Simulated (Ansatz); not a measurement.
Job for Ansatz (an electronic-structure program): U-PBE/cc-pVTZ on CH5Ga (SMILES [CH3][GaH2]), a point of a bond scan (R = 2.672 Å).

Ansatz 0.2 input:
```yaml
crystal:
  periodic: [false, false, false]
  atoms:
    - {symbol: C, position_ang: [-1.56095123, -0.12280766, 0.00123703]}
    - {symbol: Ga, position_ang: [1.10329792, 0.08318760, -0.00226422]}
    - {symbol: H, position_ang: [-1.98854607, 0.49917965, -0.78831952]}
    - {symbol: H, position_ang: [-1.90125078, -1.14877881, -0.13142206]}
    - {symbol: H, position_ang: [-1.95364954, 0.25454584, 0.94939406]}
    - {symbol: H, position_ang: [1.77510276, 1.50812686, 0.05098120]}
    - {symbol: H, position_ang: [2.02594702, -1.19263917, -0.04782009]}
basis:
  gaussian:
    orbitals: cc-pVTZ
hamiltonian:
  xc: {name: PBE}
magnetization: {spin_polarized: true, initial_magnetization: 0}
```

The log:

```
WARN ansatz: RAYON_NUM_THREADS=2 ignored (pool sized by the plan → 2); use --threads N
Functional definition: PBE
integrals: 0.05 GiB planned
827 factors; their error is unknown
mean field: 0.50 GiB planned
mean field evaluation 1: about -53473.4075 eV, gradient 5.1e1 eV
mean field evaluation 2: about -53388.1868 eV, gradient 8.8e1 eV
mean field evaluation 4: about -53485.9807 eV, gradient 5.3e0 eV
mean field evaluation 8: about -53486.2406 eV, gradient 1.9e-1 eV
mean field evaluation 16: about -53486.2262 eV, gradient 2.1e-4 eV
mean field -53486.22615589 eV, -1965.5825569629 hartree, gradient 5.3e-6 eV, S^2 0.000000; 0 other end points of the search recorded, 0 dependent functions left out
reference -53486.22620035 eV, -1965.5825585967 hartree; 21, 21 occupied and 122, 122 virtual orbitals, 827 factors
Total energy: -53486.22620035 eV, -1965.5825585967 hartree
```

Self-consistency was reached.

Cost: about 4 core-seconds (a rough figure).
